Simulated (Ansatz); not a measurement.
Isolated molecules relaxed with PBE0-D4/def2-TZVP in Ansatz; ΔE leaves out vibrations. CCSD(T)/CBS adds triple-zeta CCSD(T) − MP2 to the extrapolated MP2 energy (def2 sets, frozen cores). Functionals use def2-TZVPP. B3LYP here is the variant with VWN-RPA as its local correlation; programs differ in this. Each species was taken in one conformer, which may not be the lowest.

`NC[SiH2][NH][AlH2]` + `CB[SiH3]` → `CB[SiH2][AlH2]` + `NC[SiH2]N`  (formal exchange of groups at the Al–N bond)

```json
{"level": "r2SCAN-D4", "ΔE (kJ/mol)": "81.6"}
{"level": "PBE0-D4", "ΔE (kJ/mol)": "72.2"}
{"level": "B3LYP-D4", "ΔE (kJ/mol)": "88.7"}
{"level": "B2PLYP", "ΔE (kJ/mol)": "93.5"}
{"level": "PBE", "ΔE (kJ/mol)": "67.1"}
{"level": "HF/def2-TZVPP", "ΔE (kJ/mol)": "105.4"}
{"level": "SCS-MP2/def2-QZVPP", "ΔE (kJ/mol)": "101.2"}
{"level": "HF/CBS(def2)", "ΔE (kJ/mol)": "107.3"}
```

Question: What does CCSD(T)/CBS give? (An estimate is asked.)

Answer: Ansatz gave: +89.6 kJ/mol. The listed levels differ from it by -8.0, -17.4, -0.9, 3.9, -22.5, 15.8, 11.6, 17.7 kJ/mol.

Largest T1 diagnostic among the species: 0.014.

In def2-TZVPP, CCSD(T) changes the Hartree–Fock value by −15.1 kJ/mol (the triples alone add −2.2 kJ/mol) and MP2 by −7.7 kJ/mol. From PBE to PBE0 (25 % exact exchange), in def2-TZVPP and without D4, ΔE moves by +5.4 kJ/mol.
